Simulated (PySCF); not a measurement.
C3H9BeN.

```xyz
14

Be     0.6184     0.5625    -0.5091
C      1.6840     1.5390    -1.3772
H      2.7204     1.1564    -1.3545
H      1.7224     2.5632    -0.9617
H      1.4000     1.6423    -2.4396
N     -0.3378    -0.3094     0.2754
C     -1.2069     0.1903     1.3219
C     -0.4825    -1.7351     0.0593
H     -2.2766     0.0157     1.0887
H     -1.0020    -0.2968     2.2965
H     -1.0734     1.2760     1.4619
H     -0.2415    -2.3176     0.9712
H     -1.5164    -2.0050    -0.2363
H      0.1906    -2.0838    -0.7417
```

Geometry: ωB97X-D3(BJ)/def2-SVP. The structure was generated by enumeration; whether it is a known compound was not checked. The values are those of a single conformer.

Level of theory: PBE/pcSseg-1 (PySCF). Non-relativistic, no solvent.

Computed absolute GIAO shielding of each atom: isotropic value and principal components (ppm):
```
atom  σ(iso)    σ11    σ22    σ33   span
----  ------  -----  -----  -----  -----
Be1     87.1   56.5   59.1  145.6   89.1
C2     200.3  196.0  199.9  205.1    9.1
H3      31.8   27.9   28.8   38.8   10.9
H4      31.9   28.0   28.8   38.8   10.8
H5      31.8   27.8   28.7   38.8   11.0
N6     192.7  108.0  216.8  253.3  145.3
C7     138.7  111.3  128.2  176.6   65.3
C8     138.8  111.3  128.6  176.5   65.2
H9      28.7   24.5   26.8   35.0   10.5
H10     28.7   24.5   26.8   35.0   10.5
H11     28.1   24.0   26.9   33.4    9.4
H12     28.7   24.5   26.8   35.0   10.5
H13     28.7   24.5   26.8   35.0   10.5
H14     28.1   24.0   26.8   33.3    9.3
```
